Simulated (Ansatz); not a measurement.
Calculated with Ansatz (gas phase, PBE0-D4/def2-TZVP geometries, no zero-point term in ΔE). CCSD(T)/CBS is the MP2 limit (def2-TZVPP, def2-QZVPP) plus CCSD(T) − MP2 in def2-TZVPP, frozen cores. Functionals use def2-TZVPP. B3LYP here is the variant with VWN-RPA as its local correlation; programs differ in this. Each species was taken in one conformer, which may not be the lowest.

Reaction (isomerisation): `C[BH][Al]([CH3])[F]` → `FBC[CH2][AlH2]`

Problem. Is it downhill or uphill in electronic energy at CCSD(T)/CBS, and by how much? (An estimate is asked.)

Solution. Computed: Uphill: ΔE = +0.83 eV.

Problem. What do these levels give: PBE-D4, r2SCAN-D4, PBE0-D4, B3LYP-D4, ωB97X-V, ωB97M-V, PBE, PBE0, SCS-MP2/def2-TZVPP, HF/def2-QZVPP, MP2/def2-QZVPP, MP2/CBS(def2)? (An estimate is asked.)

Solution. The calculation gave: PBE-D4 0.78, r2SCAN-D4 0.79, PBE0-D4 0.79, B3LYP-D4 0.82, ωB97X-V 0.79, ωB97M-V 0.76, PBE 0.82, PBE0 0.82, SCS-MP2/def2-TZVPP 0.76, HF/def2-QZVPP 0.83, MP2/def2-QZVPP 0.79, MP2/CBS(def2) 0.81 eV.

Largest T1 diagnostic among the species: 0.012.

The D4 term adds −0.06 eV with B3LYP and −0.03 eV with PBE0; it sums over pairs of atoms, weighted by their polarisabilities, and B3LYP, whose exchange is more repulsive, gets the larger term. In def2-TZVPP, CCSD(T) changes the Hartree–Fock value by −0.05 eV (the triples alone add −0.03 eV) and MP2 by −0.07 eV.
